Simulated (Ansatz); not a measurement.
Computed with Ansatz on PBE0-D4/def2-TZVP structures; ΔE is electronic, products minus reactants. CBS: MP2 limit from def2 TZ/QZ plus the TZ coupled-cluster correction, frozen cores. DFT in def2-TZVPP. B3LYP here is the variant with VWN-RPA as its local correlation; programs differ in this. Each species was taken in one conformer, which may not be the lowest.

Reaction (substitution at a C–O bond): `C[O][Al]([Cl])[O]C` + `CC(O)F` → `COC(C)F` + `C[O][Al]([OH])[Cl]`

| level | ΔE (kcal/mol) | difference from CCSD(T)/CBS |
| --- | --- | --- |
| PBE-D4 | -4.2 | 0.4 |
| B3LYP-D4 | -3.8 | 0.8 |
| B2PLYP | -4.1 | 0.5 |
| r2SCAN | -4.6 | 0.0 |
| PBE0 | -3.9 | 0.7 |
| HF/def2-TZVPP | -3.1 | 1.5 |
| CCSD(T)/def2-TZVPP | -4.5 | 0.1 |
| HF/def2-QZVPP | -3.0 | 1.6 |
| HF/CBS(def2) | -3.0 | 1.6 |
| CCSD/CBS(def2) | -4.4 | 0.2 |
| CCSD(T)/CBS | -4.6 | 0 |

Largest T1 diagnostic among the species: 0.011.

In def2-TZVPP, CCSD(T) changes the Hartree–Fock value by −1.5 kcal/mol (the triples alone add −0.3 kcal/mol) and MP2 by −1.8 kcal/mol.
